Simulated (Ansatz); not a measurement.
BH$_{9}$OSi$_{3}$, SMILES `B[SiH]([SiH3])O[SiH3]`, relaxed with RKS PBE0-D4/def2-TZVP in Ansatz from a PBE-D4/def2-SVP geometry. The force threshold is 0.005 eV/Å; the program also tests the step.

Total charge 0; spin multiplicity 1.

Start:

```xyz
14

B     0.560    1.301    2.153
Si    0.678    0.400    0.392
Si   -0.980    1.552   -0.878
O     0.312   -1.246    0.408
Si    0.164   -2.527   -0.662
H     0.010    0.812    3.120
H     0.941    2.455    2.226
H     1.984    0.630   -0.336
H    -0.570    2.985   -1.092
H    -2.314    1.524   -0.180
H    -1.132    0.877   -2.217
H    -0.254   -3.736    0.126
H    -0.877   -2.225   -1.712
H     1.478   -2.801   -1.348
```

```json
{"step": "1", "energy (eV)": "-26492.3746", "largest force (eV/Å)": "0.698", "largest move (Å)": "0.000"}
{"step": "2", "energy (eV)": "-26492.4415", "largest force (eV/Å)": "0.484", "largest move (Å)": "0.040"}
{"step": "3", "energy (eV)": "-26492.4555", "largest force (eV/Å)": "0.120", "largest move (Å)": "0.040"}
{"step": "4", "energy (eV)": "-26492.4576", "largest force (eV/Å)": "0.063", "largest move (Å)": "0.022"}
{"step": "5", "energy (eV)": "-26492.4592", "largest force (eV/Å)": "0.068", "largest move (Å)": "0.075"}
{"step": "6", "energy (eV)": "-26492.4603", "largest force (eV/Å)": "0.042", "largest move (Å)": "0.035"}
{"step": "7", "energy (eV)": "-26492.4611", "largest force (eV/Å)": "0.016", "largest move (Å)": "0.026"}
{"step": "8", "energy (eV)": "-26492.4613", "largest force (eV/Å)": "0.015", "largest move (Å)": "0.034"}
{"step": "9", "energy (eV)": "-26492.4613", "largest force (eV/Å)": "0.011", "largest move (Å)": "0.014"}
{"step": "10", "energy (eV)": "-26492.4614", "largest force (eV/Å)": "0.007", "largest move (Å)": "0.005"}
{"step": "11", "energy (eV)": "-26492.4615", "largest force (eV/Å)": "0.004", "largest move (Å)": "0.022"}
{"step": "12", "energy (eV)": "-26492.4615", "largest force (eV/Å)": "0.010", "largest move (Å)": "0.041"}
{"step": "13 (rejected)", "energy (eV)": "-26492.4615", "largest force (eV/Å)": "0.020", "largest move (Å)": "0.022"}
{"step": "14", "energy (eV)": "-26492.4616", "largest force (eV/Å)": "0.008", "largest move (Å)": "0.011"}
{"step": "15", "energy (eV)": "-26492.4616", "largest force (eV/Å)": "0.007", "largest move (Å)": "0.022"}
{"step": "16", "energy (eV)": "-26492.4616", "largest force (eV/Å)": "0.010", "largest move (Å)": "0.018"}
{"step": "17", "energy (eV)": "-26492.4617", "largest force (eV/Å)": "0.017", "largest move (Å)": "0.027"}
{"step": "18", "energy (eV)": "-26492.4617", "largest force (eV/Å)": "0.018", "largest move (Å)": "0.017"}
{"step": "19", "energy (eV)": "-26492.4617", "largest force (eV/Å)": "0.014", "largest move (Å)": "0.009"}
{"step": "20", "energy (eV)": "-26492.4618", "largest force (eV/Å)": "0.006", "largest move (Å)": "0.021"}
{"step": "21", "energy (eV)": "-26492.4618", "largest force (eV/Å)": "0.007", "largest move (Å)": "0.008"}
{"step": "22", "energy (eV)": "-26492.4618", "largest force (eV/Å)": "0.006", "largest move (Å)": "0.003"}
{"step": "23", "energy (eV)": "-26492.4618", "largest force (eV/Å)": "0.004", "largest move (Å)": "0.008"}
{"step": "24", "energy (eV)": "-26492.4618", "largest force (eV/Å)": "0.004", "largest move (Å)": "0.007"}
{"step": "25", "energy (eV)": "-26492.4618", "largest force (eV/Å)": "0.003", "largest move (Å)": "0.011"}
```

End:

```xyz
14

B     0.540    1.249    2.170
Si    0.652    0.414    0.372
Si   -0.945    1.545   -0.953
O     0.371   -1.209    0.361
Si    0.133   -2.495   -0.620
H     0.099    0.695    3.133
H     0.858    2.398    2.280
H     1.979    0.686   -0.261
H    -0.559    2.977   -1.076
H    -2.305    1.467   -0.353
H    -1.000    0.942   -2.313
H    -0.069   -3.693    0.229
H    -1.068   -2.276   -1.469
H     1.313   -2.700   -1.501
```

It took 120 s on 4 threads of an Intel Xeon Platinum 8375C on a shared host, with 0.74 GiB of host memory at the peak.
